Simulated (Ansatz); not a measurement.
Ge₃S₆⁺. Total charge 1; doublet. Geometry r2SCAN-D4/def2-SVP, that of the neutral singlet; atoms count from 1.

```xyz
9

Ge    1.5386    0.9872   -1.2019
Ge   -0.7277   -1.9836   -0.5689
Ge   -0.8108    0.9965    1.7711
S    -1.5897   -1.0017    1.2188
S    -1.5542    1.9121    3.4162
S    -1.4005   -3.8183   -1.0965
S     2.9575    1.9029   -2.3178
S     0.7408    2.0338    0.5795
S     0.8459   -1.0290   -1.8005
```

Another isomer (singlet) lies 0.11 eV lower at PBE0-D4/def2-TZVP; other spin states weren't run for this one.

Question: Estimate the Mulliken populations from the PBE0/def2-TZVP orbitals of Ansatz.

Answer: 
```csv
atom,charge (e),spin (α − β)
Ge1,0.56,-0.06
Ge2,0.56,-0.06
Ge3,0.56,-0.06
S4,-0.15,0.02
S5,-0.07,0.37
S6,-0.07,0.37
S7,-0.07,0.37
S8,-0.15,0.02
S9,-0.15,0.02
```
Mulliken values and Mayer orders depend strongly on the basis.

Question: Where does the spin sit?

Answer: Summed by element: Ge -0.17, S 1.17, of 1 unpaired in all. Largest on single atoms: S7 0.37, S6 0.37, S5 0.37.

Question: And the Mayer bond orders between bonded heavy atoms (over 0.3)?

Answer: Ge1–S7 1.84 (2.02 Å); Ge1–S8 1.03 (2.21 Å); Ge1–S9 1.03 (2.21 Å); Ge2–S4 1.03 (2.21 Å); Ge2–S6 1.84 (2.02 Å); Ge2–S9 1.03 (2.21 Å); Ge3–S4 1.03 (2.21 Å); Ge3–S5 1.84 (2.02 Å); Ge3–S8 1.03 (2.21 Å).
